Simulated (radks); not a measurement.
Results of a calculation; reference values are marked as such.
Neutral boron inside a hard spherical wall (all orbitals vanish at R), configuration held at [He] 2s2 2p1 and not refilled when levels cross. Level of theory: scalar-relativistic Kohn-Sham, r2SCAN, spin-polarised, spherical densities, finite nucleus; open shells are filled with parallel spins first; meta-GGA in the generalised Kohn-Sham scheme; Fermi nuclear charge, rms radius 2.406 fm (a radial shooting solver on a logarithmic mesh with Libxc functionals). Eigenvalues in eV for spin up, with the zero of energy where the potential of the charges vanishes at infinity; a dash marks a level that is unbound or too diffuse for the functional's potential to be trusted. A positive occupied level is held by the wall or, in an anion where self-interaction has pushed it up, behind a barrier. The pressure on the wall is -dE/dV.

R (bohr)  E (hartree)  kinetic (hartree)    e(1s)    e(2s)   e(2p)  e(3s, empty)  e(3p, empty)  pressure (GPa)
free        -24.62923             24.549  -183.83  -10.517  -4.029             -             -               0
20          -24.62923             24.549  -183.83  -10.517  -4.029             -             -        < 0.0001
15          -24.62923             24.549  -183.83  -10.517  -4.029         0.343         1.015        < 0.0001
12          -24.62922             24.549  -183.83  -10.516  -4.028         0.707         1.671        0.000151
8           -24.62844             24.555  -183.73  -10.459  -3.956         2.756         4.677          0.0343
6           -24.62001             24.609  -183.12  -10.120  -3.509         7.127         9.889           0.762
3.5         -24.35627             25.647  -175.80   -5.034   2.488        38.358        39.313            75.5
